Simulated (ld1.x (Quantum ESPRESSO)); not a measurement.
# tantalum (Ta): variants of one TM semilocal potential

Base potential:

```json
{
 "Element": "Ta",
 "Generator": "ld1.x (Quantum ESPRESSO) 7.5",
 "Type": "norm-conserving Troullier–Martins (semilocal form)",
 "Functional": "PBE",
 "Relativity": "scalar-relativistic",
 "Frozen core": "[Xe] 4f14",
 "Valence charge": "5",
 "Reference configuration": "5d3 6s1 6p0 (charge +1)",
 "Partial waves": "6s (bound): rc 2.15 bohr; 6p (bound, empty): rc 3.05 bohr; 5d (bound): rc 2.50 bohr; 5f channel at 0.45 Ry: rc 2.85 bohr",
 "Local potential": "the f channel",
 "Core correction": "Bessel-smoothed model core inside 1.65 bohr"
}
```

All-electron outer shells of the reference configuration (PBE, scalar-relativistic, ld1.x):

```json
{"shell": "4f", "level (eV)": "-31.91", "outermost node (bohr)": "–", "outermost maximum (bohr)": "0.44"}
{"shell": "6s", "level (eV)": "-11.62", "outermost node (bohr)": "1.32", "outermost maximum (bohr)": "2.68"}
{"shell": "5d", "level (eV)": "-10.49", "outermost node (bohr)": "0.65", "outermost maximum (bohr)": "1.56"}
{"shell": "6p", "level (eV)": "-6.61", "outermost node (bohr)": "1.58", "outermost maximum (bohr)": "3.48"}
```

Cutoffs, loose and tight: the cutoffs (Ry, on a coarse ladder) from which the occupation-weighted sum of valence levels, in a spherical-Bessel basis at the reference potential, stays within 10 and 1 mRy of its value at 400 Ry. They do not see the model core or the augmentation charge, which bear on the density cutoff. Test errors are all-electron minus pseudo excitation energies from the reference, over the configurations 5d3 6s2 6p0; 5d3 6s0 6p0; 5d2 6s0 6p0; 5d4 6s1 6p0; 5d2 6s2 6p1; 5d3 6s1 6p1; 5d4 6s0 6p0. A dash means not determined; rows that change the core or the reference have their own tests. The largest error is taken over the tests solved by every variant that gives reliable tests at all: 5d2 6s0 6p0; 5d3 6s0 6p0; 5d3 6s1 6p1; 5d3 6s2 6p0; 5d4 6s0 6p0; 5d4 6s1 6p0.

A true bound ghost makes a file unfit for plane-wave use even where its test errors are small: the radial tests pick states by their node count and pass the ghost by. Where a test does run into it, the solver fails or the error is huge.

A semilocal file is local in each channel, so a ghost entry of none says nothing of the separable form that plane-wave codes build from it.

| change | outcome | cutoff, loose | cutoff, tight | bound ghosts | largest test error (meV) |
| --- | --- | --- | --- | --- | --- |
| base | generated | 25 Ry | 35 Ry | none | -186 |
| all radii but the core radius scaled by about 0.83 (s 1.80, p 2.54, d 2.08, f 2.38 bohr) | generated | 50 Ry | 80 Ry | s | -226 |
| all radii but the core radius scaled by about 0.93 (s 2.00, p 2.82, d 2.32, f 2.64 bohr) | generated | 30 Ry | 50 Ry | none | -200 |
| all radii but the core radius scaled by about 1.09 (s 2.34, p 3.34, d 2.74, f 3.12 bohr) | generated | 21 Ry | 30 Ry | none | -174 |
| all radii but the core radius scaled by about 1.28 (s 2.76, p 3.92, d 3.20, f 3.66 bohr) | generated | 18 Ry | 25 Ry | none | -166 |
| all radii but the core radius scaled by about 1.35 (s 2.90, p 4.12, d 3.38, f 3.86 bohr) | generated | 18 Ry | 21 Ry | none | -164 |

(1) What comes out with this change to the base: all radii but the core radius scaled by about 1.20 (s 2.58, p 3.66, d 3.00, f 3.42 bohr)?

(2) What comes out with this change to the base: all radii but the core radius scaled by about 0.77 (s 1.64, p 2.34, d 1.92, f 2.18 bohr)?

Answers

(1) outcome: generated; cutoff, loose: 21 Ry; cutoff, tight: 25 Ry; bound ghosts: none; largest test error (meV): -168.

(2) outcome: generated; cutoff, loose: 45 Ry; cutoff, tight: 180 Ry; bound ghosts: s; largest test error (meV): -256.

Reading the sweep of the scale of all radii but the core radius (base = 1) (base included, trends over the rows without a ghost): The loose cutoff falls from 30 Ry at 0.93 to 18 Ry at 1.35. A larger radius leaves more room for a smooth pseudo-wave, so fewer plane waves are needed; a smaller one forces it to follow the all-electron wave where it bends sharply. The median size of the test errors (rows with all tests solved) rises from 15.0 meV at 0.93 to 29.5 meV at 1.35. More of the atom is replaced by a form fitted at one configuration, so other configurations suffer as the radius grows. Bound ghosts are found at 0.77, 0.83.
